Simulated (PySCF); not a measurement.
disilazane cation (H7NSi2), SMILES [SiH3]N[SiH3] (connectivity only; charge and spin as stated), charge +1, multiplicity 2. Atoms are numbered in the order given.

```xyz
10

Si     1.6754    -0.0003     0.1519
N      0.0000     0.0000    -0.6018
Si    -1.6754     0.0003     0.1519
H      2.3033    -1.2148    -0.4325
H      1.4556    -0.0304     1.6102
H      2.2709     1.2546    -0.3814
H      0.0000     0.0000    -1.6341
H     -2.3033     1.2148    -0.4325
H     -2.2709    -1.2546    -0.3814
H     -1.4556     0.0304     1.6102
```
Charge +1, spin multiplicity 2.

The structure is a stationary point at B3LYP-D3(BJ)/def2-SVP. The multiplicity is an assumed one; other spin states were not compared.

These are B3LYP-D3(BJ)/def2-SVP in PySCF 2.14.0 values and carry that method's errors.

Frequencies are harmonic and unscaled.

A small imaginary wavenumber (i) marks a very flat motion, where grid noise or a shallow saddle decides the sign.

Q: List the normal modes with their intensities. (Estimate from the structure and the level; the computed values follow.)

A: 
```tsv
mode	ν (cm⁻¹)	IR (km/mol)	moving atoms (share of kinetic energy)
1	26i	0.0	H 98 %
2	59	0.1	H 70 %, N 26 %
3	193	0.6	Si 50 %, N 26 %, H 24 %
4	446	1.5	Si 52 %, H 25 %, N 23 %
5	492	0.0	H 93 %
6	528	4.4	H 97 %
7	594	6.3	H 92 %
8	699	121.6	H 60 %, N 30 %, Si 10 %
9	714	34.7	N 52 %, Si 27 %, H 21 %
10	761	62.4	H 65 %, N 25 %, Si 10 %
11	861	10.7	H 95 %
12	879	95.2	H 87 %, N 11 %
13	898	113.2	H 96 %
14	902	0.4	H 97 %
15	913	47.2	H 97 %
16	926	82.4	H 94 %
17	1162	22.5	H 84 %, N 14 %
18	2224	46.5	H 99 %
19	2227	4.7	H 98 %
20	2237	0.6	H 96 %
21	2239	7.7	H 96 %
22	2323	4.6	H 96 %
23	2328	40.9	H 96 %
24	3434	106.3	H 93 %
```
